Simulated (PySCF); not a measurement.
The same groups moved round the core (butadiene methyl+boryl). Gas-phase values, no solvent. One relaxed conformer stands for each flexible species; it need not be the lowest. Strings in code marks are SMILES.

The four lowest singlet excitations (Tamm–Dancoff). Method: PySCF with PBE-D3(BJ)/def2-TZVP // CAM-B3LYP-D3(BJ)/def2-TZVP. Excitations are Tamm–Dancoff values on a coarser integration grid. The basis has no diffuse functions, so Rydberg states are missing or too high.

| state | energy (eV) | wavelength (nm) | oscillator strength |
|---|---|---|---|
| S1 | 4.25 | 292 | 0.000 |
| S2 | 4.69 | 265 | 0.001 |
| S3 | 4.75 | 261 | 0.707 |
| S4 | 5.34 | 232 | 0.155 |

Task: Identify which member gives these states.
(A) `B/C(C=C)=C/C`
(B) `B/C=C(/C)C=C`
(C) `B/C=C(\C)C=C`
(D) `B/C(C)=C/C=C`

Result: C, `B/C=C(\C)C=C`
